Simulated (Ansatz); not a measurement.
The cluster Li4F4. Total charge 0; triplet. Geometry PBE-D4/def2-SVP, that of the neutral singlet; atoms count from 1.

```
atom   x (Å)   y (Å)   z (Å)
 Li1  -0.709   1.367   1.494
 Li2   1.607  -0.586   1.299
 Li3  -1.605   0.590  -1.301
 Li4   0.706  -1.370  -1.492
  F5   0.665   0.578   2.074
  F6   1.719  -1.451  -0.145
  F7  -0.668  -0.582  -2.072
  F8  -1.716   1.454   0.143
```

At PBE0-D4/def2-TZVP a singlet of charge 0 lies 8.08 eV below the triplet at the same geometry. The structure comes from a short search, and lower isomers may exist.

(1) Estimate the Mulliken populations from the PBE0/def2-TZVP orbitals of Ansatz.

(2) Where does the spin sit?

Answers

(1) 
```csv
atom,charge (e),spin (α − β)
Li1,0.56,0.25
Li2,0.56,0.25
Li3,0.56,0.25
Li4,0.56,0.25
F5,-0.56,0.25
F6,-0.56,0.25
F7,-0.56,0.25
F8,-0.56,0.25
```
Mulliken values and Mayer orders depend strongly on the basis.

(2) Summed by element: Li 1.01, F 0.99, of 2 unpaired in all. Largest on single atoms: Li4 0.25, Li1 0.25, Li3 0.25.
